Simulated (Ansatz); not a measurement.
Basis-set extrapolation for Al2Cl2H4O2 (`[Cl][Al@H-]1[OH+][Al@H-]([Cl])[OH+]1`) (PBE0-D4/def2-TZVP geometry, frozen core, Ansatz). Multiplicity 1, RHF reference.

```
                       def2-TZVPP    def2-QZVPP
                 HF  -1555.361409  -1555.409554
    MP2 correlation     -1.019855     -1.112875
CCSD(T) correlation     -1.110787       not run
```

Energies in hartree. Use E(X) = E(∞) + A·exp(−7.88·√X) for Hartree–Fock and E(X) = E(∞) + B·X^(−2.97) for correlation, with X = 3 and 4, and add CCSD(T) minus MP2 of the smaller set to the MP2 limit.

Q: What is the CCSD(T) energy at the basis-set limit?

A: HF limit: -1555.409554 + (-0.048145) × 0.13774 = -1555.41619. MP2 limit: -1.112875 + (-0.093020) × 0.74074 = -1.18178. Higher-order term: -1.110787 − (-1.019855) = -0.09093. Total: -1556.68890 hartree, 569.0 kJ/mol below CCSD(T)/def2-TZVPP.
